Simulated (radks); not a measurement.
The numbers below are computed, except where a source is named.
Polarisability of the antimony ion Sb5+, [Kr] 4d10, at imaginary frequency. Level of theory: scalar-relativistic Kohn-Sham, LDA (Slater exchange, Perdew-Wang correlation), spin-polarised, spherical densities, finite nucleus; Fermi nuclear charge, rms radius 4.6802 fm (a radial shooting solver on a logarithmic mesh with Libxc functionals). Response by self-consistent Sternheimer equations with the Hartree and adiabatic LDA kernel, the relativistic mass of each level held fixed and spin-orbit coupling left out.

w (hartree),alpha1(iw) (bohr^3),alpha2(iw) (bohr^5)
0.00266,1.773,3.061
0.0143,1.773,3.061
0.0360,1.772,3.059
0.0697,1.771,3.055
0.118,1.768,3.044
0.186,1.761,3.020
0.280,1.746,2.971
0.413,1.716,2.877
0.605,1.658,2.711
0.892,1.547,2.447
1.35,1.350,2.077
2.12,1.035,1.610
3.59,0.6280,1.056
6.94,0.2597,0.4858
17.5,0.06221,0.1079

Static values: alpha1 = 1.773 bohr^3 (0.2627 angstrom^3; uncoupled 2.628), alpha2 = 3.061 bohr^5, alpha3 = 7.798 bohr^7. C6 = 6.116, C8 = 49.99, triple-dipole C9 = 7.809 atomic units. One-pole (London) frequency 4 C6 / (3 alpha1^2) = 2.595 hartree, against 3.303 for minus the highest occupied eigenvalue.
